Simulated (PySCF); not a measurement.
Isomers of C5H14OSi, one GFN2-xTB conformer each. Single-point energies are computed at PBE0/pcSseg-1 (PySCF, gas phase, no added dispersion term), electronic only.

**Question.** Rank them by PBE0/pcSseg-1 energy, lowest first (kcal/mol).
A. `[CH3:1][SiH2:2][O:3][C:4]([CH3:5])([CH3:6])[CH3:7]` with C1–Si2–O3–C4 180°
B. `[CH3:1][CH2:2][O:3][CH2:4][CH2:5][CH2:6][SiH3:7]` with C1–C2–O3–C4 180°, C2–O3–C4–C5 -179°, O3–C4–C5–C6 60°, C4–C5–C6–Si7 62°
C. `[CH3:1][CH2:2][O:3][Si:4]([CH3:5])([CH3:6])[CH3:7]` with C1–C2–O3–Si4 180°

**Answer.** C (0.0), A (16.2), B (55.2).

As drawn, the lowest has an Si–O bond, which the highest lacks. GFN2-xTB itself gives, in the same order: 22.1, 0.0, 45.3. GFN2-xTB puts C[SiH2]OC(C)(C)C lowest instead; measured from each level's own lowest isomer, the values differ by up to 22.1 kcal/mol (CCO[Si](C)(C)C: 22.1 against 0.0).

**Question.** Which frontier levels, dipoles and rotational constants go with these structures?

**Answer.** 
| SMILES | HOMO (eV, PBE0/pcSseg-1) | LUMO (eV) | dipole (D) | A, B, C (MHz) |
| --- | --- | --- | --- | --- |
| CCO[Si](C)(C)C | -7.59 | 1.18 | 1.03 | 2814, 1212, 1180 |
| C[SiH2]OC(C)(C)C | -7.87 | 0.98 | 0.88 | 3657, 1216, 1162 |
| CCOCCC[SiH3] | -7.39 | 1.02 | 1.11 | 3552, 938.4, 843.2 |
